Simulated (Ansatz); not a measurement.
Calculated with Ansatz (gas phase, PBE0-D4/def2-TZVP geometries, no zero-point term in ΔE). CBS: MP2 limit from def2 TZ/QZ plus the TZ coupled-cluster correction, frozen cores. Functionals use def2-TZVPP. For Ge outer-core shells are correlated without core-valence functions, which leaves a few kJ/mol of doubt a bond. Scalar relativity is left out up to krypton. Each species was taken in one conformer, which may not be the lowest.

Reaction (cleavage of the B–Ge bond): `F[BH][GeH2][F]` + `B[SiH2]O` → `B[SiH2]OBF` + `[F][GeH3]`

CCSD(T)/CBS gives -1.80 eV.

(1) Another level gave -1.79 eV. Which?
A. ωB97M-V/def2-TZVPP
B. revPBE-D4/def2-TZVPP
C. BHLYP-D4/def2-TZVPP
D. LC-ωPBE/def2-TZVPP

(2) What do rigid-rotor, harmonic-oscillator terms from PBE0-D4/def2-TZVP frequencies (298.15 K, 1 bar) make of the CCSD(T)/CBS value? (Estimate.)

Largest T1 diagnostic among the species: 0.013.

Answers

(1) D. LC-ωPBE -1.79, BHLYP-D4 -1.93, ωB97M-V -1.84, revPBE-D4 -1.67 eV.

(2) The calculation gave: ΔZPE = -0.02 eV, ΔH = -1.83 eV, ΔS = -16 J/(mol·K), ΔG = -1.78 eV.

At CCSD(T), def2-SVP lies −0.29 eV from the extrapolated value and def2-TZVPP −0.03 eV. From r2SCAN to r2SCAN0 (25 % exact exchange), in def2-TZVPP and without D4, ΔE moves by −0.04 eV. In def2-TZVPP, CCSD(T) changes the Hartree–Fock value by +0.19 eV (the triples alone add +0.02 eV) and MP2 by +0.15 eV.
